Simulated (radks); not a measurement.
N+, 6 electrons, occupied as 2s2 2p2 3p2 (not the ground configuration).

Calculated with a radial shooting solver on a logarithmic mesh with Libxc functionals: non-relativistic Kohn-Sham, exchange-only PBE, spin-polarised, spherical densities, point nucleus; open shells are filled with parallel spins first.

Energy parts (hartree):
part                 energy
total             -19.83509
kinetic            19.83509
electron-nucleus  -48.22154
Hartree            11.53511
exchange           -2.98375

Orbitals (lengths in bohr, moments of r in powers of bohr; <r^-3> diverges for s and p1/2; r(max) is where P^2 peaks):
\begin{tabular}{lrrrrrr}
orbital & occ. & eigenvalue (hartree) & <1/r> & <r^4> & r(max) & <r^-3> \\ \hline
2s up & 1 & -2.30672 & 1.527 & 2.241 & 0.8043 & - \\
2s down & 1 & -2.08347 & 1.465 & 2.502 & 0.8209 & - \\
2p up & 2 & -2.03731 & 1.529 & 1.591 & 0.6347 & 10.39 \\
2p down & 0 & -1.71962 & 1.446 & 2.037 & 0.6728 & 9.068 \\
3p up & 2 & -0.35283 & 0.4192 & 217.2 & 2.746 & 1.031 \\
\end{tabular}

The highest occupied level is 3p up at -9.601 eV. The configuration is held as typed, so some empty levels lie below it. The spin density at the nucleus is 1.046 e/bohr^3 (2s 1.046), a Fermi contact field of 54.9 T. The electron density at the nucleus is 20.02 e/bohr^3. Spin moment in Bohr magnetons: 4. Summed over all electrons, <r^2> = 27.22 bohr^2, which gives a Langevin (diamagnetic) susceptibility term of -21.6 x 10^-6 cm^3/mol. Virial ratio -V/T = 2.00000. The density falls to 0.001 e/bohr^3 at r = 4.57 bohr.
